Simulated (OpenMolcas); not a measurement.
Fe3+: ligand-field states by method

Fe3+ with its 6 nearest fluoride ions at 2.151 Å, on the Cd site of idealised cubic KCdF3 (a = 4.302 Å, distance in the model lattice 2.151 Å). The rest of the host is ab initio model potentials to 7.6 Å and point charges beyond; the distance is set by hand and nothing relaxes, and no local charge compensation is placed. Ligand basis ANO-RCC-VDZP.

```yaml
Program: OpenMolcas 26.06
Basis: ANO-RCC-VTZP [6s5p3d2f1g]
Scalar_Hamiltonian: DKH2, point nucleus
Active_space: 5 electrons in 5 orbitals (3d)
State_averaging: 2S+1 = 6 even, 1 root; 2S+1 = 4 even, 24 roots; 2S+1 = 2 even, 75 roots
Spin-orbit_coupling: state interaction with AMFI integrals over the reference wave functions
```

I. CASSCF
II. SS-CASPT2, IPEA 0.25 Eh, imaginary shift 0.1 Eh (closed shells correlated: 3s 3p and the ligand valence shells)

Spin-free states (labels of O, the rotations of Oh) in cm-1, each column counted from its own energy of the first state listed:

```json
{"State": "6A1", "Degeneracy": "1", "I": "0", "II": "0"}
{"State": "4T1", "Degeneracy": "3", "I": "31036", "II": "22240"}
{"State": "4T2", "Degeneracy": "3", "I": "34511", "II": "25410"}
{"State": "4A1", "Degeneracy": "1", "I": "35075", "II": "27620"}
{"State": "4E", "Degeneracy": "2", "I": "35304", "II": "27520"}
{"State": "4T2", "Degeneracy": "3", "I": "42581", "II": "31280"}
{"State": "2T2", "Degeneracy": "3", "I": "43442", "II": "27720"}
{"State": "4E", "Degeneracy": "2", "I": "43629", "II": "33270"}
{"State": "4T1", "Degeneracy": "3", "I": "44711", "II": "39980"}
{"State": "2T1", "Degeneracy": "3", "I": "46816", "II": "33380"}
{"State": "2A2", "Degeneracy": "1", "I": "46912", "II": "32950"}
{"State": "2T2", "Degeneracy": "3", "I": "48224", "II": "34770"}
{"State": "2E", "Degeneracy": "2", "I": "49344", "II": "36720"}
{"State": "2A1", "Degeneracy": "1", "I": "49827", "II": "38730"}
{"State": "2T2", "Degeneracy": "3", "I": "53265", "II": "39350"}
{"State": "2E", "Degeneracy": "2", "I": "54742", "II": "39390"}
{"State": "2T1", "Degeneracy": "3", "I": "56313", "II": "40420"}
{"State": "4A2", "Degeneracy": "1", "I": "57923", "II": "44210"}
{"State": "2T2", "Degeneracy": "3", "I": "58826", "II": "44610"}
{"State": "4T1", "Degeneracy": "3", "I": "59761", "II": "48150"}
```

From I to II, I's first state of another spin (4T1) moves from 31036 to 22240 cm-1, by about -8800 cm-1.

I: A least-squares ligand-field fit to the states below 45000 cm-1, each weighted by its degeneracy and with a free common offset, gives 10Dq = 6940 cm-1, B = 1222 cm-1 and C = 4606 cm-1 (C/B = 3.77), with an rms deviation of 116 cm-1. The same method and metal basis give the free ion B = 1296 cm-1 (fit to its terms below 60000 cm-1, rms deviation 21 cm-1), so the nephelauxetic ratio is β = 1222 / 1296 = 0.94; it hangs on how both fits weigh the states, and computed free-ion B values tend to be too large, so β mixes covalency with correlation.

χT at 300 K: I 4.39, II 4.38 cm3 K/mol.

Roots that are degenerate in the reference are averaged as groups; the widest CASPT2 spread within a group is 180 cm-1 (the 2-fold group of multiplicity 2 near 65300 cm-1 above the lowest state of its run, II). Shifts and gaps below about the spread of the groups concerned are not significant. Over all roots computed the reference weight is 0.69 to 0.73 in II; a low but even weight reflects the number of correlated electrons. Ligand-to-metal charge-transfer states are missing. With no ligand orbital active B as a rule stays too high, so bands that hang on it stand too high and its fall with covalency is understated. Without dynamic correlation the repulsion within the d shell is too large (B by tens of per cent), so at a given field states of lower spin stand too high (holds for I). With metal d orbitals alone and no dynamic correlation 10Dq can be off by a tenth to a fifth, either way, in oxide and fluoride hosts (holds for I). These CASPT2 states fit no ligand-field parameters well, so their order and spin gaps are uncertain (holds for II). With one d shell and no ligand orbital active, 10Dq can be off by a tenth or more (holds for II). Free-ion shares, where given, are those of the reference states; single-state CASPT2 does not remix them (holds for II). The distance lies 6 % over the 2.024 Å that this model takes as the normal distance (a Shannon-type radius plus a fixed donor radius, weighted with the host); by an R⁻⁵ law this alone changes a d-shell field by about -26 %. No measured value stands beside these numbers; the geometry was set by hand and not optimised.
